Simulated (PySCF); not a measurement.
Gas-phase reaction: 3 SiOF₂ + 3 SiF₂ → Si₃O₃ + 3 SiF₄

Method: PySCF energies plus ideal-gas RRHO corrections (1 bar). † marks an energy on the PBE0/def2-TZVP geometry and frequencies; other levels use their own. 6-31G* has spherical d functions here. All species are closed-shell singlets. B3LYP is the form with VWN-RPA correlation. SiOF₂, Si₃O₃: computed as isolated molecules; such fragments, hydroxides, amides, oligomers or adducts are transient or little studied in the gas. The harmonic model lacks anharmonicity and excited electronic states, which grow with temperature; levels with a mode under 35 cm⁻¹ are left out. Soft modes under 120 cm⁻¹ make the harmonic entropy rough for Si₃O₃.

```tsv
level	ΔE electronic, kJ	ΔH°(298 K), kJ	ΔS°(298 K), J/K	ΔG°(1800 K), kJ
B3LYP/6-31G*	-970	-954	-422	-238
B3LYP/def2-TZVP†	-940	-923	-420	-209
M06-2X/def2-TZVP†	-1071	-1054	-420	-340
PBE0/def2-TZVP	-996	-979	-420	-265
r2SCAN/def2-TZVP†	-1004	-988	-420	-273
```
ΔH° is lowest at M06-2X/def2-TZVP† and highest at B3LYP/def2-TZVP†. No reference value is set beside these.
